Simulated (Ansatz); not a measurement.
Relaxation of H$_{4}$NPSSi (8 atoms, charge 0, multiplicity 1), to a largest force component of 0.015 eV/Å in at most 40 steps.

These are results of RHF/def2-SVP in Ansatz 0.2.0, not measurements.

```xyz
8
Properties=species:S:1:pos:R:3
S -1.272 1.423 -0.353
P 0.678 0.870 -0.673
N 0.808 0.071 0.712
Si 0.513 -1.471 0.461
H -1.371 2.403 -1.337
H 0.295 0.509 1.470
H 1.390 -2.185 -0.449
H -0.947 -1.677 0.114
```

**Question.** Where does it end, and by what steps?

**Answer.** The run converged. After 15 steps the energy has fallen by 3.121 eV; S1 moved furthest, 0.65 Å.

```tsv
step	energy less start (eV)	largest force component (eV/Å)	accepted
0	0.0000	6.254	yes
1	-1.2176	4.276	yes
2	-2.2102	2.424	yes
3	-2.7551	1.577	yes
4	-2.9795	0.989	yes
5	-3.0480	0.890	yes
6	-3.0774	0.753	yes
7	-3.0951	0.278	yes
8	-3.1022	0.824	yes
9	-3.0998	0.312	no
10	-3.1080	0.555	yes
11	-3.1174	0.124	yes
12	-3.1209	0.020	yes
13	-3.1210	0.024	yes
14	-3.1209	0.044	no
15	-3.1210	0.006	yes
```

```xyz
8
Properties=species:S:1:pos:R:3
S -1.530 1.325 -0.946
P 0.556 0.779 -0.738
N 0.731 0.130 0.868
Si 0.370 -1.292 0.019
H -1.327 2.644 -1.003
H 0.818 0.579 1.756
H 1.425 -2.301 -0.174
H -0.952 -1.922 0.162
```

Whether the end is a true minimum wasn't checked by a vibrational analysis.

The run took 89 s on 1 thread of Intel(R) Xeon(R) Processor @ 2.50GHz (Skylake/Cascade Lake), on a shared host, peak memory 0.17 GiB.
